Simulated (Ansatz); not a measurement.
Reaction (substitution at a C–F bond): `FB1CC1F` + HCl → `FB1CC1Cl` + H–F

Isolated molecules relaxed with PBE0-D4/def2-TZVP in Ansatz; ΔE leaves out vibrations. CCSD(T)/CBS is the MP2 limit (def2-TZVPP, def2-QZVPP) plus CCSD(T) − MP2 in def2-TZVPP, frozen cores. This one scheme is used for every species. DFT in def2-TZVPP.

`FB1CC1F`:

```xyz
8

F    -2.007   -0.304    1.105
B    -0.840   -0.057    0.576
C     0.530   -0.611    0.228
C     0.018    0.713   -0.418
F    -0.202    0.759   -1.769
H     0.434   -1.504   -0.395
H     1.475   -0.571    0.756
H     0.591    1.575   -0.084
```

HCl:

Z-matrix (Å, degrees):
```
Cl
H 1 1.279
```

`FB1CC1Cl`:

```xyz
8

F    -1.247    1.916   -0.387
B    -0.601    0.831   -0.063
C     0.581    0.190    0.630
C    -0.333   -0.637   -0.344
Cl    0.324   -1.134   -1.899
H     0.575   -0.166    1.655
H     1.579    0.445    0.278
H    -0.878   -1.444    0.131
```

H–F:

```xyz
2

F     0.221    0.397   -0.071
H    -0.221   -0.397    0.071
```

```
      level  ΔE (kJ/mol)
LDA (SPW92)        -28.1
 r2SCAN0-D4        -33.1
   BHLYP-D4        -30.1
    ωB97M-V        -30.2
```

Q: What does CCSD(T)/CBS give? (Estimate.)

A: Computed: -41.5 kJ/mol. The listed levels differ from it by 13.4, 8.4, 11.4, 11.3 kJ/mol.

Largest T1 diagnostic among the species: 0.013.

In def2-TZVPP, CCSD(T) changes the Hartree–Fock value by −13.9 kJ/mol (the triples alone add −2.4 kJ/mol) and MP2 by −25.5 kJ/mol. From PBE to PBE0 (25 % exact exchange), in def2-TZVPP and without D4, ΔE moves by −3.0 kJ/mol. Leaving LDA and LC-ωPBE aside and taking each functional with its dispersion term where it has one, the values, not all of them listed here, spread over 14.1 kJ/mol, from PBE-QIDH to B97M-V.
